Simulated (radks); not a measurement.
The numbers below are computed, except where a source is named.
The aluminium anion Al- inside a hard spherical wall (all orbitals vanish at R), configuration held at [Ne] 3s2 3p2 and not refilled when levels cross. Code: a radial shooting solver on a logarithmic mesh with Libxc functionals. Model: non-relativistic Kohn-Sham, LDA (Slater exchange, Perdew-Wang correlation), spin-polarised, spherical densities, point nucleus; open shells are filled with parallel spins first. Eigenvalues in eV for spin up, with the zero of energy where the potential of the charges vanishes at infinity; a dash marks a level that is unbound or too diffuse for the functional's potential to be trusted. A positive occupied level is held by the wall or, in an anion where self-interaction has pushed it up, behind a barrier. The pressure on the wall is -dE/dV.

R (bohr),E (hartree),kinetic (hartree),e(2s),e(2p),e(3s),e(3p),"e(4s, empty)","e(4p, empty)",pressure (GPa)
15,-241.33889,240.693,-101.60,-64.311,-3.037,1.431,2.327,3.157,0.00726
10,-241.32745,240.729,-100.66,-63.370,-2.311,2.137,4.375,6.310,0.141
7,-241.27387,240.914,-98.481,-61.186,-0.857,3.851,9.691,13.218,2.08
6,-241.20603,241.146,-96.640,-59.344,0.354,5.371,14.399,18.789,6.59
4,-240.56930,242.998,-87.282,-49.972,7.900,14.756,42.853,49.727,114
1.5,-216.66253,295.145,-12.515,28.237,195.35,201.08,541.55,509.72,55000
